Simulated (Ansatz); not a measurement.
CrI₂: single points at one geometry.

```yaml
crystal:
  periodic: [false, false, false]
  atoms:
    - {symbol: Cr, position_ang: [-0.000404, -0.000232, -0.000004]}
    - {symbol: I, position_ang: [-0.015477, -0.019539, 2.456927]}
    - {symbol: I, position_ang: [0.015881, 0.019781, -2.456921]}
basis:
  gaussian: {orbitals: def2-TZVP, initial_orbitals: start.molden}
hamiltonian: {xc: r2scan, dispersion: d4}
scf: {omitted_lower_state_checks: [starts]}
output: {orbitals: {seedname: orbitals}}
```

The file start.molden holds the orbitals of an earlier run on this structure, at another level or in another basis.

```sh
$ ansatz run in.yaml --threads 4 --pin off --events-out ev --progress --plain --max-ram 3916MiB
```

Output, abridged:

```
Functional definition: r2SCAN
1163 factors; their error is unknown
mean field evaluation 1: about -44628.8143 eV, gradient 6.6e0 eV
mean field evaluation 2: about -44628.9224 eV, gradient 4.0e-1 eV
mean field evaluation 4: about -44628.8742 eV, gradient 3.5e-1 eV
mean field evaluation 8: about -44628.8744 eV, gradient 9.2e-6 eV
mean field evaluation 16: about -44628.8744 eV, gradient 1.0e-5 eV
mean field -44628.87438269 eV, -1640.0808830263 hartree, gradient 2.3e-6 eV, S^2 0.000000; 0 other end points of the search recorded, 0 dependent functions left out
reference -44628.87439368 eV, -1640.0808834301 hartree; 37, 37 occupied and 108, 108 virtual orbitals, 1163 factors
Total energy: -44628.89782585 eV, -1640.0817445464 hartree
Checks for a lower state left out: starts
```

Run time 8.5 s (4 threads of Arm Neoverse V2 on a shared host).

First input, but with `correlation: {method: mp2}` and without the key `hamiltonian` (abridged; 11 s):

```
Functional definition: HF
mean field -44534.91198285 eV, -1636.6278285220 hartree, gradient 2.0e-6 eV, S^2 0.000000; unrestricted orbitals would lower it
mean field evaluation 16: about -44535.7805 eV, gradient 2.0e0 eV
mean field evaluation 32: about -44536.7243 eV, gradient 5.2e-1 eV
unrestricted determinant -44536.72713836 eV, -1636.6945342568 hartree, S^2 1.9606
13 core orbitals not correlated: weight in the atoms' cores, before any rotation towards them, 1.000 or more for the frozen orbitals, at most 0.000 for the correlated occupied ones
second order -36.48968679 eV of doubles, -0.00000000 eV of singles
Total energy: -44571.40166963 eV, -1637.9687997778 hartree
Checks for a lower state left out: starts
```

First input, but with `hamiltonian: {xc: pbe, dispersion: d4}` (abridged; 4.8 s):

```
Functional definition: PBE
mean field evaluation 16: about -44616.6122 eV, gradient 5.0e-5 eV
mean field -44616.61215755 eV, -1639.6302545640 hartree, gradient 4.4e-6 eV, S^2 0.000000
Total energy: -44616.72835969 eV, -1639.6345249138 hartree
Checks for a lower state left out: starts
```

First input, but with `hamiltonian: {xc: {name: B97M-V}}` (abridged; 35 s):

```
Functional definition: B97M-V
mean field evaluation 16: about -44615.8881 eV, gradient 1.2e-5 eV
mean field -44615.88807270 eV, -1639.6036449367 hartree, gradient 4.0e-7 eV, S^2 0.000000
Total energy: -44615.88812524 eV, -1639.6036468673 hartree
Checks for a lower state left out: starts
```

The first input with `hamiltonian: {xc: {name: LC-wPBE, parameters: {omega: 0.2/bohr}}}` (abridged; 7.5 s):

```
Functional definition: LC-wPBE
mean field evaluation 16: about -44618.1938 eV, gradient 2.5e-5 eV
mean field -44618.19377673 eV, -1639.6883779969 hartree, gradient 3.5e-6 eV, S^2 0.000000
Total energy: -44618.19377675 eV, -1639.6883779975 hartree
Checks for a lower state left out: starts
```

The first input with `hamiltonian: {xc: lda}` (abridged; 2.8 s):

```
Functional definition: SPW92
mean field evaluation 16: about -44539.7514 eV, gradient 1.7e-5 eV
mean field -44539.75139400 eV, -1636.8056736016 hartree, gradient 2.7e-6 eV, S^2 0.000000
Total energy: -44539.75142733 eV, -1636.8056748265 hartree
Checks for a lower state left out: starts
```

As the first input, with `hamiltonian: {xc: {name: revPBE}, dispersion: d4}` (abridged; 5.5 s):

```
Functional definition: revPBE
mean field evaluation 16: about -44622.9852 eV, gradient 1.6e-4 eV
mean field -44622.98523354 eV, -1639.8644607869 hartree, gradient 3.1e-7 eV, S^2 0.000000
Total energy: -44623.19568093 eV, -1639.8721945860 hartree
Checks for a lower state left out: starts
```

Geometry: PBE0-D4/def2-TZVP.

In the def2 sets I takes a core potential; there is no spin–orbit coupling. Correlated methods freeze 13 core orbitals; core or outer-core shells of Cr, I are correlated, in sets that lack core-valence functions. The restricted singlet is unstable towards broken spin symmetry in Hartree–Fock (as tested in another run); at r2SCAN-D4/def2-TZVP, PBE-D4/def2-TZVP, B97M-V/def2-TZVP, LC-ωPBE (ω = 0.20 bohr⁻¹)/def2-TZVP and others this wasn't settled. At MP2/def2-TZVP the restricted singlet (for correlated methods, its reference) is unstable: a solution with broken spin symmetry lies lower. At PBE-D4/def2-TZVP, LDA (SPW92)/def2-TZVP, revPBE-D4/def2-TZVP an occupied level of the charge 0 singlet lies above an empty one (by up to 0.36 eV), so this SCF solution is probably not the lowest. The geometry of the singlet was relaxed on an unsound state (restricted singlet whose occupied levels cross empty ones at other levels, untested at these). At PBE0-D4/def2-TZVP a quintet of charge 0 lies 3.35 eV below the restricted singlet, each at its own geometry.
